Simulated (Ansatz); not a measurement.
One change: `CC(C)OB(O)F` becomes `CC(C)[O][Al]([CH3])[F]`.

Ansatz, PBE0-D4/def2-TZVP geometries, multiplicity 1. Each molecule was computed in one conformer, which needn't be the lowest.

```
                                        property  `CC(C)OB(O)F`
               LUMO energy (PBE/def2-TZVPP) / eV          -0.16
             LUMO energy (B3LYP/def2-TZVPP) / eV           0.29
size of the dipole moment (B3LYP/def2-TZVPP) / D           1.78
           HOMO–LUMO gap (B3LYP/def2-TZVPP) / eV           8.69
              HOMO energy (PBE0/def2-TZVPP) / eV          -8.63
             HOMO–LUMO gap (PBE/def2-TZVPP) / eV           6.93
```

Question: What does the change do to each property? (An estimate is asked.)

Answer: Computed: 
```tsv
property	`CC(C)[O][Al]([CH3])[F]`	shift
LUMO energy (PBE/def2-TZVPP) / eV	-0.94	-0.78
LUMO energy (B3LYP/def2-TZVPP) / eV	-0.43	-0.72
size of the dipole moment (B3LYP/def2-TZVPP) / D	1.03	-0.75
HOMO–LUMO gap (B3LYP/def2-TZVPP) / eV	7.44	-1.25
HOMO energy (PBE0/def2-TZVPP) / eV	-8.08	0.55
HOMO–LUMO gap (PBE/def2-TZVPP) / eV	5.67	-1.26
```

With PBE0 the HOMO rises by 0.55 eV and the LUMO falls by 0.79 eV, so the gap narrows by about 1.34 eV. PBE moves the HOMO by 0.49 eV and ωB97M-V by 0.53 eV. Dipoles are sizes alone; their direction can turn.

B3LYP here is the variant with VWN-RPA as its local correlation; programs differ in this.
